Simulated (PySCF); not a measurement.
# Correlation energy of Ni²⁺ (nickel, charge +2)

[Ar] 3d7 4s1, high-spin 5F determinant (an excited configuration). Calculation: PySCF 2.14, in def2-TZVPPD; the non-relativistic Hamiltonian (point nucleus). Frozen: [Ar]; 8 electrons correlated.

```
  level  correlation energy (mhartree)
   CCSD                        -188.74
    (T)                          -2.81
CCSD(T)                        -191.55
```

Diagnostics: T1 = 0.0060, D1 = 0.0143, largest double amplitude 0.015.

Cost of the coupled-cluster step: of the order of 9 core-seconds, for 8 correlated electrons.

Iterations:

```
CC2 = 0
CCSD nocc = (np.int64(6), np.int64(2)), nmo = (58, 58)
frozen orbitals [[0, 1, 2, 3, 4, 5, 6, 7, 8], [0, 1, 2, 3, 4, 5, 6, 7, 8]]
max_cycle = 100
direct = 0
conv_tol = 1e-08
conv_tol_normt = 1e-06
diis_space = 8
diis_start_cycle = 0
Init t2, MP2 energy = -0.18816020563133
Init E_corr(UCCSD) = -0.188160205636067
cycle = 1  E_corr(UCCSD) = -0.187066800840038  dE = 0.0010934048  norm(t1,t2) = 0.0241478
cycle = 2  E_corr(UCCSD) = -0.188405498871673  dE = -0.00133869803  norm(t1,t2) = 0.00664734
cycle = 3  E_corr(UCCSD) = -0.188603358241227  dE = -0.00019785937  norm(t1,t2) = 0.00297513
cycle = 4  E_corr(UCCSD) = -0.188740680460608  dE = -0.000137322219  norm(t1,t2) = 0.00102263
cycle = 5  E_corr(UCCSD) = -0.188740873598604  dE = -1.93137997e-07  norm(t1,t2) = 0.000366927
cycle = 6  E_corr(UCCSD) = -0.188741391736519  dE = -5.18137915e-07  norm(t1,t2) = 6.63398e-05
cycle = 7  E_corr(UCCSD) = -0.188742037565127  dE = -6.45828608e-07  norm(t1,t2) = 2.17503e-05
cycle = 8  E_corr(UCCSD) = -0.188741676839743  dE = 3.60725384e-07  norm(t1,t2) = 5.88105e-06
cycle = 9  E_corr(UCCSD) = -0.188741643470638  dE = 3.33691051e-08  norm(t1,t2) = 1.83646e-06
cycle = 10  E_corr(UCCSD) = -0.188741667894436  dE = -2.44237987e-08  norm(t1,t2) = 4.29919e-07
cycle = 11  E_corr(UCCSD) = -0.188741667003638  dE = 8.90798713e-10  norm(t1,t2) = 1.05169e-07
UCCSD converged
E(UCCSD) = -1505.983485102064  E_corr = -0.1887416670036378
UCCSD(T) correction = -0.00280605674420846
```
